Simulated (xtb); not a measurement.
HO (SMILES [OH]), doublet, from a rough starting geometry; GFN2-xTB (xtb).

xtb was given this input:
```
$ xtb mol.xyz --gfn 2 --uhf 1 --opt vtight --json

# file mol.xyz
2

O      0.00306461    -0.04847132    -0.45859670
H     -0.01286885     0.05880884     0.49430139
```

It wrote (shortened):

```
   ID    Z sym.   atoms
    1    8 O      1
    2    1 H      2

           -------------------------------------------------
          |                Calculation Setup                |
           -------------------------------------------------

           -------------------------------------------------
          |                 G F N 2 - x T B                 |
           -------------------------------------------------

          ...................................................
          :                      SETUP                      :
          :.................................................:
          :  # basis functions                   5          :
          :  # atomic orbitals                   5          :
          :  # shells                            3          :
          :  # electrons                         7          :
          :  max. iterations                   250          :
          :  Hamiltonian                  GFN2-xTB          :
          :  restarted?                      false          :
          :  GBSA solvation                  false          :
          :  PC potential                    false          :
          :  electronic temp.          300.0000000     K    :
          :  accuracy                    1.0000000          :
          :  -> integral cutoff          0.2500000E+02      :
          :  -> integral neglect         0.1000000E-07      :
          :  -> SCF convergence          0.1000000E-05 Eh   :
          :  -> wf. convergence          0.1000000E-03 e    :
          :  Broyden damping             0.4000000          :
          :  net charge                          0          :
          :  unpaired electrons                  1          :
          ...................................................

 iter      E             dE          RMSdq      gap      omega  full diag
   1     -4.4451742 -0.444517E+01  0.377E+00   17.17       0.0  T
   2     -4.4452102 -0.359785E-04  0.228E+00   17.14       1.0  T
   3     -4.4452418 -0.315938E-04  0.890E-02   17.07       1.0  T
   4     -4.4452423 -0.557133E-06  0.189E-02   17.08       3.7  T
   5     -4.4452423 -0.133799E-07  0.670E-03   17.08      10.6  T
   6     -4.4452424 -0.147215E-07  0.529E-05   17.08    1337.8  T
   7     -4.4452424 -0.636824E-12  0.383E-06   17.08   18443.2  T

   *** convergence criteria satisfied after 7 iterations ***

         :::::::::::::::::::::::::::::::::::::::::::::::::::::
         ::                     SUMMARY                     ::
         :::::::::::::::::::::::::::::::::::::::::::::::::::::
         :: total energy              -4.428359849597 Eh    ::
         :: gradient norm              0.005330805567 Eh/a0 ::
         :: HOMO-LUMO gap             17.079397198397 eV    ::
         ::.................................................::
         :: SCC energy                -4.445242350547 Eh    ::
         :: -> isotropic ES            0.014406008420 Eh    ::
         :: -> anisotropic ES         -0.001741370270 Eh    ::
         :: -> anisotropic XC         -0.000597991013 Eh    ::
         :: -> dispersion             -0.000052828370 Eh    ::
         :: repulsion energy           0.016882500950 Eh    ::
         :: add. restraining           0.000000000000 Eh    ::
         :: total charge              -0.000000000000 e     ::
         :::::::::::::::::::::::::::::::::::::::::::::::::::::

      -----------------------------------------------------------
     |                   =====================                   |
     |                        A N C O P T                        |
     |                   =====================                   |
     |               Approximate Normal Coordinate               |
     |                Rational Function Optimizer                |
      -----------------------------------------------------------
      -----------------------------------------------------------
     |                   =====================                   |
     |                        A N C O P T                        |
     |                   =====================                   |
     |               Approximate Normal Coordinate               |
     |                Rational Function Optimizer                |
      -----------------------------------------------------------

          ...................................................
          :                      SETUP                      :
          :.................................................:
          :   optimization level         verytight          :
          :   max. optcycles                   200          :
          :   ANC micro-cycles                  20          :
          :   degrees of freedom                 1          :
          :.................................................:
          :   RF solver                   davidson          :
          :   write xtbopt.log                true          :
          :   linear (good luck)              true          :
          :   energy convergence         0.1000000E-06 Eh   :
          :   grad. convergence          0.2000000E-03 Eh/α :
          :   maxmium RF displ.          1.0000000          :
          :   Hlow (freq-cutoff)         0.1000000E-01      :
          :   Hmax (freq-cutoff)         5.0000000          :
          :   S6 in model hess.         20.0000000          :
          ...................................................

generating ANC from exact Hessian ...
Using Lindh-Hessian (1995)
 Shifting diagonal of input Hessian by    0.0000000000000000
 Lowest  eigenvalues of input Hessian
    0.000000    0.000000    0.000000    0.000000    0.000000    1.247703
 Highest eigenvalues
    0.000000    0.000000    0.000000    0.000000    0.000000    1.247703

........................................................................
.............................. CYCLE    1 ..............................
[...]
 * total energy  :    -4.4283598 Eh     change       -0.7993606E-14 Eh
 * total energy  :    -4.4283740 Eh     change       -0.1418596E-04 Eh
 * total energy  :    -4.4283748 Eh     change       -0.7390718E-06 Eh
 * total energy  :    -4.4283750 Eh     change       -0.2142962E-06 Eh
 * total energy  :    -4.4283750 Eh     change       -0.1792344E-11 Eh
   *** GEOMETRY OPTIMIZATION CONVERGED AFTER 5 ITERATIONS ***
[...]
H           -0.01290436105363        0.05904793631151        0.49642512302352

 Bond Distances (Angstroems)
 ---------------------------
O1-H2=0.9633         H2-O1=0.9633
 O  H  Rav=0.9633 sigma=0.0000  Rmin=0.9633  Rmax=0.9633     1

 selected bond angles (degree)
 --------------------

 selected dihedral angles (degree)
 ---------------------------------

           -------------------------------------------------
          |                Final Singlepoint                |
           -------------------------------------------------

          ...................................................
          :                      SETUP                      :
          :.................................................:
          :  # basis functions                   5          :
          :  # atomic orbitals                   5          :
          :  # shells                            3          :
          :  # electrons                         7          :
          :  max. iterations                   250          :
          :  Hamiltonian                  GFN2-xTB          :
          :  restarted?                      false          :
          :  GBSA solvation                  false          :
          :  PC potential                    false          :
          :  electronic temp.          300.0000000     K    :
          :  accuracy                    1.0000000          :
          :  -> integral cutoff          0.2500000E+02      :
          :  -> integral neglect         0.1000000E-07      :
          :  -> SCF convergence          0.1000000E-05 Eh   :
          :  -> wf. convergence          0.1000000E-03 e    :
          :  Broyden damping             0.4000000          :
          :  net charge                          0          :
          :  unpaired electrons                  1          :
          ...................................................

 iter      E             dE          RMSdq      gap      omega  full diag
   1     -4.4445922 -0.444459E+01  0.130E-07   16.87       0.0  T
   2     -4.4445922 -0.186517E-13  0.795E-08   16.87  100000.0  T
   3     -4.4445922  0.266454E-14  0.146E-08   16.87  100000.0  T

   *** convergence criteria satisfied after 3 iterations ***

         :::::::::::::::::::::::::::::::::::::::::::::::::::::
         ::                     SUMMARY                     ::
         :::::::::::::::::::::::::::::::::::::::::::::::::::::
         :: total energy              -4.428374988923 Eh    ::
         :: gradient norm              0.000000461697 Eh/a0 ::
         :: HOMO-LUMO gap             16.869699590518 eV    ::
         ::.................................................::
         :: SCC energy                -4.444592175418 Eh    ::
         :: -> isotropic ES            0.014460911807 Eh    ::
         :: -> anisotropic ES         -0.001741957309 Eh    ::
         :: -> anisotropic XC         -0.000565069307 Eh    ::
         :: -> dispersion             -0.000052833794 Eh    ::
         :: repulsion energy           0.016217186495 Eh    ::
         :: add. restraining           0.000000000000 Eh    ::
         :: total charge              -0.000000000000 e     ::
         :::::::::::::::::::::::::::::::::::::::::::::::::::::

           -------------------------------------------------
          |                Property Printout                |
           -------------------------------------------------

    * Orbital Energies and Occupations

         #    Occupation            Energy/Eh            Energy/eV
      -------------------------------------------------------------
         1        2.0000           -0.7066870             -19.2299
         2        2.0000           -0.5842470             -15.8982
         3        1.5000           -0.4992826             -13.5862
         4        1.5000           -0.4992826             -13.5862 (HOMO)
         5                          0.1206674               3.2835 (LUMO)
      -------------------------------------------------------------
                  HL-Gap            0.6199501 Eh           16.8697 eV
             Fermi-level           -0.3442951 Eh           -9.3687 eV

     #   Z          covCN         q      C6AA      α(0)
     1   8 O        0.805    -0.331    20.367     6.049
     2   1 H        0.805     0.331     0.635     1.252

 Mol. C6AA /au·bohr⁶  :         28.057279
 Mol. C8AA /au·bohr⁸  :        528.887187
 Mol. α(0) /au        :          7.301447

Wiberg/Mayer (AO) data.
largest (>0.10) Wiberg bond orders for each atom

 ---------------------------------------------------------------------------
     #   Z sym  total        # sym  WBO       # sym  WBO       # sym  WBO
 ---------------------------------------------------------------------------
     1   8 O    0.891 --     2 H    0.891
     2   1 H    0.891 --     1 O    0.891
 ---------------------------------------------------------------------------

Topologies differ in total number of bonds
Writing topology from bond orders to xtbtopo.mol

molecular dipole:
                 x           y           z       tot (Debye)
 q only:       -0.010       0.067       0.598
   full:       -0.014       0.091       0.809       2.069
molecular quadrupole (traceless):
                xx          xy          yy          xz          yz          zz
 q only:       -0.021      -0.001      -0.019      -0.009       0.012       0.040
  q+dip:       -0.007      -0.001      -0.006      -0.011       0.010       0.013
   full:        0.066      -0.001       0.065      -0.007      -0.015      -0.131

optimized geometry written to: xtbopt.xyz

           -------------------------------------------------
          | TOTAL ENERGY               -4.428374988923 Eh   |
          | GRADIENT NORM               0.000000461697 Eh/α |
          | HOMO-LUMO GAP              16.869699590518 eV   |
           -------------------------------------------------

normal termination of xtb
```
